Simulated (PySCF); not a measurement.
BH2, SMILES [BH2+], charge +1. Atoms are numbered in the order given.

```xyz
3

B      0.0000     0.0000     0.0000
H      0.0000     0.0000    -1.1774
H      0.0000     0.0000     1.1774
```
Charge +1, spin multiplicity 1.

The structure is a stationary point at r2SCAN-D4/def2-TZVPD.

Two levels are set side by side: PBE/pcJ-2 (PySCF) and PBE0/pcJ-2 (PySCF). One-bond couplings, all four terms, same geometry. Isotopes: 11B, 1H. Differences are taken from unrounded values.

| quantity | PBE |
|---|---|
| ¹J(B1,H2) (Hz) | 262.9 |
| ¹J(B1,H3) (Hz) | 262.9 |

**Question.** These are the PBE values. What does PBE0 give? (An estimate is asked for; the answer gives what the named calculation found.)

**Answer.** 
```json
[
 {"quantity": "¹J(B1,H2) (Hz)", "PBE0": "266.6", "PBE minus PBE0": "-3.8"},
 {"quantity": "¹J(B1,H3) (Hz)", "PBE0": "266.6", "PBE minus PBE0": "-3.8"}
]
```

Here PBE gives about what the other level gives.

Rough cost on one machine, each run with all the roots and properties that it gave: PBE0 against PBE within a factor of 2.
